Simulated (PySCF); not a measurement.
## Peak assignment

Mapped SMILES: `[F:1][c:2]1[cH:3][cH:4][cH:5][c:6]2[c:7]1[CH:8]=[CH:9][SiH2:10]2`. Hydrogens are named by the atom that carries them.

How the numbers were obtained: PBE0-D3(BJ)/def2-SVP structure, shieldings: GIAO PBE/pcSseg-1, in PySCF 2.14 (gas phase, relativity neglected, one averaged value for each set of equivalent atoms, single conformer).

Scale: 13C (σ = 180.03 ppm) and 1H (σ = 31.20 ppm) against TMS (reference shieldings calculated alike).

**Question.** Assign these signals to the numbered atoms. 13C{1H} NMR (computed): δ 165.1, 152.8, 140.2, 138.7, 132.3, 131.3, 129.6, 119.9.

**Answer.** 
| δ (ppm) | atoms | environment | reason |
| --- | --- | --- | --- |
| 165.1 | C2 | aromatic carbon bearing fluorine | an ipso carbon deshielded by its heteroatom |
| 152.8 | C8 | alkene CH | an sp2 carbon of a C=C bond |
| 140.2 | C7 | substituted aromatic carbon | – |
| 138.7 | C6 | substituted aromatic carbon | – |
| 132.3 | C4 | aromatic CH | the aromatic region |
| 131.3 | C5 | aromatic CH | – |
| 129.6 | C9 | alkene CH | the olefinic region |
| 119.9 | C3 | aromatic CH | – |

C7 and C6; C4 and C5; C5 and C9 lie closer than the usual error of such a calculation, so a measured spectrum could show them in the other order.

**Question.** Assign these signals to the numbered atoms. 1H NMR (400 MHz, computed): δ 7.77 (m, 1H), 7.36 (d, 1H), 7.20 (m, 1H), 6.95 (m, 1H), 6.31 (m, 1H), 5.01 (m, 2H).

**Answer.** 
```tsv
δ (ppm)	atoms	environment	reason
7.77	H(C8)	hydrogen on an alkene CH	a vinylic proton, deshielded by the sp2 carbon and the C=C anisotropy
7.36	H(C5)	hydrogen on an aromatic CH	the ring current deshields protons in the ring plane
7.20	H(C4)	hydrogen on an aromatic CH	–
6.95	H(C3)	hydrogen on an aromatic CH	–
6.31	H(C9)	hydrogen on an alkene CH	a vinylic proton, deshielded by the sp2 carbon and the C=C anisotropy
5.01	H(Si10)	hydrogen on a silicon bonded to 2 C, in a 5-membered ring	–
```

Splittings by 19F in the carbon and heteronuclear signals aren't shown, as no couplings were computed. Shifts are as computed. Against solution values, carbons near 30 ppm lie about +2 ppm off and those near 130 ppm about +2 ppm. Of 1211 compounds with measured shifts, 218 miss one by over three times the rms of a fit or turn the order of signals round; such compounds aren't used in these exercises. No couplings were computed; multiplicities are counted from neighbouring protons, with m where these are inequivalent, close in shift, in a saturated or five-membered ring or joined by F or P, and br s for small geminal =CH2 splittings.
